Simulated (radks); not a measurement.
Species: neutral ytterbium. Configuration: [Kr] 4d10 4f14 5s2 5p5.75 6s2 6p0.25 (fractional occupations, a model configuration).

Method: scalar-relativistic Kohn-Sham, MS2 meta-GGA, spin-polarised, spherical densities, finite nucleus; open shells are filled with parallel spins first (spin-orbit coupling, left out, can overturn this in heavy ions); meta-GGA in the generalised Kohn-Sham scheme; Fermi nuclear charge, rms radius 5.3108 fm; computed with a radial shooting solver on a logarithmic mesh with Libxc functionals.

Energy parts (eV):
part                      energy
total                 -382521.90
kinetic                416784.50
electron-nucleus      -941468.69
Hartree                150101.38
exchange-correlation    -7939.08

Orbitals (lengths in bohr, moments of r in powers of bohr; r(max) is where P^2 peaks):
orbital  occ.  eigenvalue (eV)       <r^4>   r(max)      <r>
1s up       1        -61276.79   7.552e-07  0.01237  0.01966
1s down     1        -61276.77   7.552e-07  0.01237  0.01966
2s up       1        -10392.07   0.0001159  0.07052  0.08328
2s down     1        -10392.06   0.0001159  0.07052  0.08328
2p up       3        -9153.623  0.00008922  0.05758  0.07415
2p down     3        -9153.608  0.00008922  0.05758  0.07415
3s up       1        -2349.081    0.004321   0.1991   0.2164
3s down     1        -2349.071    0.004321   0.1991   0.2164
3p up       3        -1974.267    0.004602   0.1964   0.2161
3p down     3        -1974.255    0.004602   0.1964   0.2161
3d up       5        -1519.272    0.003601   0.1604   0.1961
3d down     5        -1519.259    0.003601   0.1604   0.1961
4s up       1        -465.8551      0.1046   0.4552   0.4876
4s down     1        -465.8417      0.1046   0.4552   0.4876
4p up       3        -342.6770      0.1393   0.4764   0.5179
4p down     3        -342.6652      0.1393   0.4764   0.5179
4d up       5        -180.6462      0.2170   0.4911   0.5600
4d down     5        -180.6258      0.2168   0.4912   0.5599
5s up       1         -56.7281       4.058    1.070    1.208
5s down     1         -56.5093       4.059    1.070    1.207
5p up       3         -29.1119       9.074    1.231    1.443
5p down  2.75         -28.8883       9.114    1.230    1.444
4f up       7          -4.6254       2.913   0.4836   0.7847
6s up       1          -4.6043       445.1    3.228    3.831
4f down     7          -4.5503       2.855   0.4835   0.7829
6s down     1          -4.4638       433.4    3.216    3.807
6p up    0.25          -1.4325        2100    4.256    5.449
5d up       0          -1.3759       504.6    1.963    3.264
6p down     0          -1.2187        2008    4.192    5.385
5d down     0          -1.1951       472.5    1.970    3.229

The highest occupied level is 6p up at -1.432 eV. Spin moment in Bohr magnetons: 0.5. The spin density at the nucleus is -0.8190 e/bohr^3 (1s -0.1197, 2s 0.0618, 3s 0.2796, 4s 0.3345, 5s -0.6883, 6s -0.6869). The density falls to 0.001 e/bohr^3 at r = 5.15 bohr. Summed over all electrons, <r^2> = 77.74 bohr^2, which gives a Langevin (diamagnetic) susceptibility term of -61.6 x 10^-6 cm^3/mol. The electron density at the nucleus is 1.085e+06 e/bohr^3 (large components only).
